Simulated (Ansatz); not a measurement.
Born–Oppenheimer molecular dynamics of ClFH2OZn (6 atoms, charge 0, multiplicity 1). It starts at the highest image of a converged band, a first-order saddle point between two minima.

These are results of Ansatz 0.2.0, RKS PBE0-D4/def2-SVP, not measurements.

* ensemble: NVE (velocity Verlet)
* time step: 0.5 fs
* steps asked: 200
* starting velocities drawn for: 100 K
* seed: 7324

First frame:

```xyz
6
Properties=species:S:1:pos:R:3
Zn -0.011 -0.094 0.088
Cl 0.333 0.056 2.223
O 0.165 -0.016 -1.676
H 0.341 -0.860 -2.103
F -2.115 -0.348 0.843
H -1.720 -0.247 1.698
```

Task: How far do the bonds stretch over the last three quarters of this one trajectory? (Pairs bonded in most of those frames.)

Result: 
```
   bond  mean (Å)  spread (Å)  shortest  longest
Zn1–Cl2     2.157       0.013      2.14     2.19
 Zn1–O3     1.775       0.002      1.77     1.78
  O3–H4     0.964       0.007      0.95     0.98
  F5–H6     0.944       0.003      0.94     0.95
```

Mean temperature of the second half: 110 K. The conserved energy stayed within 0.018 meV per atom of its start (net change 0.015 meV per atom), so the integration is sound. A run of 0.1 ps of so small a system gives no equilibrium averages. The orbitals stay closed-shell, which can raise the energy where a bond breaks towards radicals; this wasn't checked here.

Time of the run: 6.4 min on 2 threads of Arm Neoverse V1, with other jobs on the host, peak memory 0.18 GiB.
